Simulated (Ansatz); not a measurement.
CH7BO2Si can be A, `BOCO[SiH3]`, or B, `OCBO[SiH3]`.

Program: Ansatz. Geometries: PBE0-D4/def2-TZVP. ΔE: electronic, gas phase. CCSD(T)/CBS adds triple-zeta CCSD(T) − MP2 to the extrapolated MP2 energy (def2 sets, frozen cores). Functionals use def2-TZVPP. B3LYP here is the variant with VWN-RPA as its local correlation; programs differ in this. Each species was taken in one conformer, which may not be the lowest.

(1) Which is lower in electronic energy at CCSD(T)/CBS, and by how much? (Best estimate.)

(2) Give E(B) − E(A) in kcal/mol with PBE-D4, B2PLYP, B3LYP-D4, CCSD/def2-TZVPP, ωB97M-V, PBE0-D4, CCSD(T)/def2-TZVPP. (An estimate is asked.)

Largest T1 diagnostic: 0.013.

Answers

(1) The calculation gave: B, by 11.3 kcal/mol.

(2) The calculation gave: PBE-D4 -10.5, B2PLYP -10.4, B3LYP-D4 -10.0, CCSD/def2-TZVPP -10.7, ωB97M-V -10.8, PBE0-D4 -11.2, CCSD(T)/def2-TZVPP -10.2. None reverses the order clearly.
